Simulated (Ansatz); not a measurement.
Frontier orbitals of CH₅ClOSSi, SMILES `OC(Cl)[SiH2]S`.

Charge 0, multiplicity 1. The structure was optimised at the PBE0-D4/def2-TZVP level. It is one conformer, not always the lowest. Basis def2-TZVPP, Ansatz 0.2.0.

| functional | HOMO (eV) | LUMO (eV) | gap (eV) |
| --- | --- | --- | --- |
| PBE | -6.63 | -1.17 | 5.46 |
| B97M-V | -7.03 | -0.95 | 6.08 |
| PBE0 | -7.91 | -0.27 | 7.64 |
| B3LYP | -7.68 | -0.50 | 7.18 |
| CAM-B3LYP | -9.26 | 0.73 | 9.99 |
| LC-ωPBE | -10.62 | 1.93 | 12.55 |
| ωB97X-V | -10.27 | 1.78 | 12.05 |
| ωB97M-V | -10.11 | 1.48 | 11.59 |
| HF | -10.83 | 2.81 | 13.64 |

Against PBE, PBE0 changes HOMO and LUMO by −1.29 and +0.90 eV, ωB97M-V by −3.48 and +2.66 eV. A gap of 5.45 eV thus becomes 11.59 eV for the same molecule, so an orbital gap means little without its functional. A positive LUMO is unbound and depends on the basis.

B3LYP here is the variant with VWN-RPA as its local correlation; programs differ in this. LC-ωPBE has ω = 0.4 bohr⁻¹.
